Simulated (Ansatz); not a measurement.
Reaction: CH4BS (SMILES S([BH])C, doublet) → CH4BS (SMILES C[B]S, doublet)
Each species at its own B3LYP-D3(BJ)/def2-TZVP minimum (Ansatz, an electronic-structure program), one conformer.

Wanted: isomerisation energy (electronic), in kcal/mol. Open shells are spin-unrestricted; no spin-orbit coupling. CBS(X,Y): correlation extrapolated as X^-3, Hartree-Fock from the larger set. A bracket is a step between two methods taken in the basis named. Functionals run without relativity, which enters their misses. Double hybrids freeze cores in their MP2 part. 'core' is core correlation in cc-pwCVTZ (1s frozen past Ne), 'X2C' scalar relativity in cc-pVTZ-DK, both at CCSD(T).

CCSD(T)/CBS(cc-pV(T+d)Z,cc-pV(Q+d)Z) + [CCSDT(Q) - CCSD(T)]/cc-pV(D+d)Z + core + X2C (Ansatz) gives -13.6 kcal/mol.

Problem. What does PBE/def2-TZVPD (Ansatz) give here, and how do the other levels compare?

Solution. PBE gives -13.4 kcal/mol, 0.2 kcal/mol above it. Differences of the others: B3LYP/def2-TZVPD (Ansatz) 0.0; wB97M-V/def2-TZVPD (Ansatz) -0.3; B2PLYP/def2-TZVPD (Ansatz) 0.1; CCSD(T)/CBS(cc-pV(T+d)Z,cc-pV(Q+d)Z) + core + X2C (Ansatz) -0.1 kcal/mol. Nearer than PBE: B3LYP/def2-TZVPD, B2PLYP/def2-TZVPD, CCSD(T)/CBS(cc-pV(T+d)Z,cc-pV(Q+d)Z) + core + X2C.
